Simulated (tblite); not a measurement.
Species: C4H9GeNO.
Cartesian coordinates in Å at the GFN2-xTB level; atoms count from 1:
```xyz
16
C4H9GeNO angstrom
C      2.9351    0.3340    0.4530
N      1.5885   -0.1310    0.5652
C      1.0561   -0.7918   -0.3621
Ge    -0.8119   -1.3337   -0.1362
C     -1.9897    0.1085   -0.9155
C     -2.3865    1.1901    0.0372
O     -2.2944    0.0838   -2.0778
H      3.4136    0.0635   -0.4981
H      2.9320    1.4190    0.5663
H      3.5075   -0.0813    1.2834
H      1.5966   -1.0276   -1.2915
H     -1.0696   -1.5076    1.3331
H     -1.0538   -2.6284   -0.8604
H     -2.8899    2.0106   -0.4699
H     -3.0481    0.7560    0.7868
H     -1.4931    1.5448    0.5514
```

All values are computed: GFN2-xTB (tblite) harmonic vibrations without scaling, gas phase. Against measured fundamentals such values can be off by several per cent, at times by over 20. Modes of hydrogen on germanium can be 10 to 20 % off. One conformer, not necessarily the lowest. The optimisation stopped once no atom felt more than 0.01 eV/Å.

Lowest wavenumbers of the output (negative numbers stand for imaginary wavenumbers):
```
mode    cm-1
  1     -24.4
  2      32.5
  3      72.7
  4     141.3
  5     168.0
  6     191.9
  7     201.4
  8     209.3
  9     310.8
 10     345.8
```

**Question.** Is this structure a minimum?

**Answer.** Not by this Hessian. 1 mode is imaginary beyond 20i (24i cm⁻¹), so at this level the point lies at or near a first-order saddle. The curvature is small, so loose convergence or finite differences may be the whole cause.

**Question.** Which atoms move in the imaginary mode?

**Answer.** 24i: C6 (methyl carbon next to a carbonyl) 30 %, N2 (C=N nitrogen) 14 %. These are shares of the mass-weighted motion.

**Question.** What is the remedy?

**Answer.** Step along that mode in both directions, optimise again with tighter thresholds and repeat the frequencies. The zero-point energy of this point (72.7 kcal/mol) counts the 41 real modes alone, and thermal corrections from it aren't those of a minimum.
